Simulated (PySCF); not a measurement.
**Bromine: highly charged ions in a basis for the neutral atom**

Br(20+) [Ne] 3s2 3p3, Br(21+) [Ne] 3s2 3p2. All numbers are calculated (PySCF 2.14, scalar relativity by spin-free X2C-1e, in x2c-TZVPall (6s5p4d1f, 48 functions)). No spin-orbit coupling, so a gap to NIST mixes the basis error with missing relativistic terms.

Changed run: basis of the neutral atom used for a highly charged ion. This setting is unsound on purpose.

| species | method | sound run (hartree) | changed run (hartree) | converged |
| --- | --- | --- | --- | --- |
| Br(20+) | UHF | not run | -2368.44970 | yes |
| Br(20+) | BP86 | not run | -2369.39234 | yes |
| Br(20+) | LDA | not run | -2365.25383 | yes |
| Br(21+) | UHF | not run | -2336.82286 | yes |
| Br(21+) | BP86 | not run | -2337.73676 | yes |
| Br(21+) | LDA | not run | -2333.60459 | yes |

Ionisation energy of Br(20+):

```
method  changed run (eV)  NIST (eV)
   UHF            860.61    870 ± 3
  BP86            861.39    870 ± 3
   LDA            861.22    870 ± 3
```

The contracted functions were made for the neutral atom and can be too rigid for a highly charged ion.
